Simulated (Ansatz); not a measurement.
`[SH][InH][SH]` and `[SH][In]([SH])[SH]` differ in one atom or group.

Ansatz, PBE0-D4/def2-TZVP geometries, multiplicity 1. Each molecule was computed in one conformer, which needn't be the lowest.

Elements past krypton have def2 core potentials.

```tsv
property	`[SH][InH][SH]`
HOMO–LUMO gap (B3LYP/def2-TZVPP) / eV	5.47
HOMO–LUMO gap (PBE/def2-TZVPP) / eV	4.11
size of the dipole moment (B3LYP/def2-TZVPP) / D	1.45
size of the dipole moment (ωB97M-V/def2-TZVPP) / D	1.55
ideal-gas entropy at 298 K and 1 bar (rigid rotor, harmonic PBE0-D4/def2-TZVP) / J/(mol·K)	339
HOMO energy (PBE/def2-TZVPP) / eV	-6.22
```

(1) Give the same properties after the change, and the shifts. (An estimate is asked.)

Results:

(1) Computed: 
```json
{"property": "HOMO–LUMO gap (B3LYP/def2-TZVPP) / eV", "`[SH][In]([SH])[SH]`": "5.35", "shift": "-0.12"}
{"property": "HOMO–LUMO gap (PBE/def2-TZVPP) / eV", "`[SH][In]([SH])[SH]`": "3.84", "shift": "-0.27"}
{"property": "size of the dipole moment (B3LYP/def2-TZVPP) / D", "`[SH][In]([SH])[SH]`": "0.02", "shift": "-1.43"}
{"property": "size of the dipole moment (ωB97M-V/def2-TZVPP) / D", "`[SH][In]([SH])[SH]`": "0.02", "shift": "-1.53"}
{"property": "ideal-gas entropy at 298 K and 1 bar (rigid rotor, harmonic PBE0-D4/def2-TZVP) / J/(mol·K)", "`[SH][In]([SH])[SH]`": "381", "shift": "42"}
{"property": "HOMO energy (PBE/def2-TZVPP) / eV", "`[SH][In]([SH])[SH]`": "-6.40", "shift": "-0.18"}
```

With PBE0 the HOMO falls by 0.22 eV and the LUMO falls by 0.29 eV, so the gap narrows by about 0.07 eV. PBE moves the HOMO by -0.18 eV and ωB97M-V by -0.25 eV. The zero-point energy changes by 8.0 kJ/mol with +3 modes.

B3LYP here is the variant with VWN-RPA as its local correlation; programs differ in this.
